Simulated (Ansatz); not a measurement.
Ag₄Se⁻, relaxed as a doublet with UKS PBE-D4/def2-SVPD in Ansatz, starting from the GFN1-xTB geometry. Force threshold 0.02 eV/Å.

In the def2 sets Ag takes a core potential; there is no spin–orbit coupling. The structure comes from a short search, and lower isomers may exist.

Start:

```xyz
5

Ag    0.5919    2.7623   -2.3063
Ag   -0.0975   -0.0383    1.0143
Ag    1.5955    1.6086   -0.1903
Ag   -0.4795   -2.4533   -0.2621
Se   -1.6104   -1.8792    1.7443
```

(1) Estimate the energy that the relaxation releases and the steps that it takes.

(2) Does the start keep its bonding?

(3) Predict the relaxed structure.

## Answers

(1) 86.1 kJ/mol, in 30 steps; 3.6 min on 4 threads of Arm Neoverse N1 on a shared host. No frequencies were taken in this run, so the end may be a saddle point.

(2) Bonds formed: Ag1–Ag2, Ag3–Ag4 (atoms count from 1). The end is the same structure that another start reached, the lowest one found.

(3) 
```xyz
5

Ag    0.800    2.659   -0.690
Ag   -0.184    0.636    0.837
Ag    0.694    0.136   -1.767
Ag   -0.277   -2.003   -0.352
Se   -1.033   -1.429    1.972
```
Bond lengths (bridged metal pairs left out): 4 × Ag–Ag 2.72 to 2.79 Å; 2 × Ag–Se 2.50 to 2.51 Å.
